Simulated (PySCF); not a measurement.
Radial density of V⁺ (vanadium, charge +1)

TPSS, [Ar] 3d4, high-spin 5D determinant. All numbers are calculated (PySCF 2.14, no relativity, point nucleus, in cc-pVTZ (7s6p4d2f1g, 68 functions)).

| r (bohr) | 4πr²ρ (e/bohr) | 4πr²(ρα − ρβ) |
| --- | --- | --- |
| 0.00118 | 0.1360 | 0.0000 |
| 0.00199 | 0.3707 | 0.0000 |
| 0.00335 | 0.9855 | 0.0001 |
| 0.00563 | 2.510 | 0.0002 |
| 0.00947 | 5.955 | 0.0005 |
| 0.0159 | 12.54 | 0.0010 |
| 0.0268 | 21.66 | 0.0015 |
| 0.0450 | 27.28 | 0.0011 |
| 0.0758 | 23.11 | 0.0001 |
| 0.127 | 21.87 | 0.0142 |
| 0.214 | 29.62 | 0.1322 |
| 0.361 | 16.93 | 0.6785 |
| 0.607 | 9.670 | 1.9022 |
| 1.02 | 10.59 | 2.3909 |
| 1.72 | 2.899 | 1.3686 |
| 2.89 | 0.4709 | 0.4333 |
| 4.85 | 0.04335 | 0.0433 |
| 8.17 | 0.0006667 | 0.0007 |

⟨L²⟩ = 7.42 against 6 for a pure D term, so this real determinant mixes terms.
